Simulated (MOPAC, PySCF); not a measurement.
H$_{3}$Al, SMILES `[AlH3]`, neutral singlet in the gas phase. 

Z-matrix (Å, degrees):
```
Al
H 1 1.5801
H 1 1.5801 2 119.99
H 1 1.5801 2 120.00 3 179.90
```
Charge 0, spin multiplicity 1.

All levels are single points at this geometry (B3LYP-D3(BJ)/def2-TZVP); Pople sets use spherical d functions. Orbital energies aren't observables, and empty levels follow the basis.

```tsv
level	HOMO (eV)	LUMO (eV)	gap (eV)	dipole (D)	vertical IE, Delta-SCF (eV)
ωB97X-D3(BJ)/def2-TZVP in PySCF	-11.15	0.10	11.25	0.00	11.52
B3LYP/3-21G in PySCF	-8.40	-2.03	6.37	0.00	–
B3LYP/6-311+G** in PySCF	-8.40	-2.01	6.40	0.00	–
B3LYP/6-31G* in PySCF	-8.37	-1.93	6.44	0.00	11.23
B3LYP/LANL2DZ in PySCF	-8.43	-1.99	6.43	0.00	–
BP86/6-31G* in PySCF	-7.40	-2.53	4.87	0.00	–
M06-2X/6-31G* in PySCF	-9.69	-1.19	8.50	0.00	–
PBE/6-31G* in PySCF	-7.29	-2.49	4.80	0.00	–
SVWN5/6-31G* in PySCF	-7.29	-2.70	4.58	0.00	–
HF/3-21G in PySCF	-11.64	0.86	12.50	0.00	–
HF/STO-3G in PySCF	-9.17	8.84	18.01	0.00	–
PM6 in MOPAC	-11.67	0.57	12.25	0.00	–
PM7 in MOPAC	-12.12	-2.15	9.96	0.01	–
```
